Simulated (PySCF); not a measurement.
C5H8PSi (charge -1).
InChI=1S/C5H8PSi/c1-4-2-6-3-5(4)7/h2-3H,1,7H3/q-1

Method: PySCF 2.14.0, PBE0-D3(BJ)/def2-SVP geometry optimisation, gas phase.

Take the most abundant isotopes and a rigid rotor. 

(1) What are A, B and C (MHz)?

(2) Classify the top.

(3) What does the inertial defect say?

(4) Give the coordinates in the principal-axis frame, origin at the centre of mass.

(5) Which lines would a microwave search look for?

(6) Estimate the classical rotational partition function at 10 K, 25 K and 500 K.

Answers

(1) Ia = 172.79, Ib = 363.95, Ic = 527.96 u·Å²; 505379 MHz·u·Å²/I gives A = 2925, B = 1389, C = 957.2 MHz.

(2) An asymmetric top. Ray's parameter κ = (2B − A − C)/(A − C) = -0.562; −1 is the prolate and +1 the oblate limit.

(3) Not planar: Δ = Ic − Ia − Ib = -8.78 u·Å². For a rigid frame Δ = −2 Σ m c², so Σ m c² = 4.39 u·Å² lies off the ab plane, practically all of it from hydrogen. The atom farthest from that plane is 1.19 Å away.

(4) The sense of each axis is arbitrary; atoms in the order of the calculation.
```tsv
atom	mass (u)	a (Å)	b (Å)	c (Å)
C1	12.000	0.832	-2.266	0.001
C2	12.000	-0.027	-1.033	0.001
C3	12.000	-1.419	-1.042	-0.002
P4	30.974	-2.130	0.577	-0.001
C5	12.000	-0.521	1.269	0.002
C6	12.000	0.502	0.298	0.003
Si7	27.977	2.286	0.724	-0.001
H8	1.008	0.213	-3.178	0.005
H9	1.008	1.497	-2.320	0.884
H10	1.008	1.491	-2.324	-0.887
H11	1.008	-1.999	-1.972	-0.003
H12	1.008	-0.316	2.345	0.003
H13	1.008	2.487	2.216	0.001
H14	1.008	3.081	0.217	-1.186
H15	1.008	3.089	0.213	1.176
```

(5) The dipole components (about the centre of mass, as the species is charged) are |μa| = 2.19 D, |μb| = 1.47 D, |μc| = 0.00 D; the mirror of this Cs structure is the ab plane, so μc vanishes by symmetry and there are no c-type lines. Intensities carry the squares of the components, which stand as 1.00 : 0.45 (a : b). Some lines, for components of 0.1 D or more:

| type | branch | J(Ka,Kc) | MHz | lower level (cm⁻¹) |
| --- | --- | --- | --- | --- |
| a | Q | 1(1,0) ← 1(1,1) | 431 | 0.129 |
| a | Q | 2(1,1) ← 2(1,2) | 1294 | 0.272 |
| a | R | 1(0,1) ← 0(0,0) | 2346 | 0.000 |
| b | Q | 2(1,1) ← 2(0,2) | 2478 | 0.232 |
| a | Q | 3(1,2) ← 3(1,3) | 2579 | 0.483 |
| b | R | 3(1,2) ← 2(2,1) | 3021 | 0.468 |
| b | R | 2(0,2) ← 1(1,1) | 3077 | 0.129 |
| b | Q | 3(1,2) ← 3(0,3) | 3369 | 0.457 |
| b | R | 1(1,1) ← 0(0,0) | 3882 | 0.000 |
| a | R | 2(1,2) ← 1(1,1) | 4260 | 0.129 |
| b | Q | 3(2,1) ← 3(1,2) | 4394 | 0.569 |
| b | Q | 2(2,0) ← 2(1,1) | 4687 | 0.315 |
| b | R | 2(1,2) ← 1(0,1) | 5796 | 0.078 |
| b | Q | 2(2,1) ← 2(1,2) | 5903 | 0.272 |
| a | R | 3(1,3) ← 2(1,2) | 6345 | 0.272 |
| b | Q | 3(2,2) ← 3(1,3) | 6595 | 0.483 |
| a | R | 3(0,3) ← 2(0,2) | 6738 | 0.232 |
| a | R | 3(2,2) ← 2(2,1) | 7037 | 0.468 |
| a | R | 3(2,1) ← 2(2,0) | 7337 | 0.471 |
| a | R | 3(1,2) ← 2(1,1) | 7630 | 0.315 |
| b | Q | 3(3,0) ← 3(2,1) | 8436 | 0.716 |
| b | Q | 3(3,1) ← 3(2,2) | 8805 | 0.703 |
| b | R | 2(2,1) ← 1(1,0) | 9732 | 0.144 |
| b | R | 2(2,0) ← 1(1,1) | 10242 | 0.129 |
| b | R | 3(2,2) ← 2(1,1) | 11646 | 0.315 |
| b | R | 3(2,1) ← 2(1,2) | 13318 | 0.272 |
| b | R | 3(3,1) ← 2(2,0) | 15764 | 0.471 |
| b | R | 3(3,0) ← 2(2,1) | 15852 | 0.468 |

(6) Point group Cs, symmetry number σ = 1; q = (√π/σ)·√((kT/h)³/(ABC)), k/h = 20836.6 MHz/K: 2700 at 10 K, 10700 at 25 K, 956000 at 500 K.

Stationary, but not proved a minimum. The geometry's basis has no diffuse functions, a weakness for an anion. No vibrational averaging or centrifugal distortion is included, and the geometry carries the error of its method. A rigid rotor knows nothing of internal rotation, which can split or shift real lines.
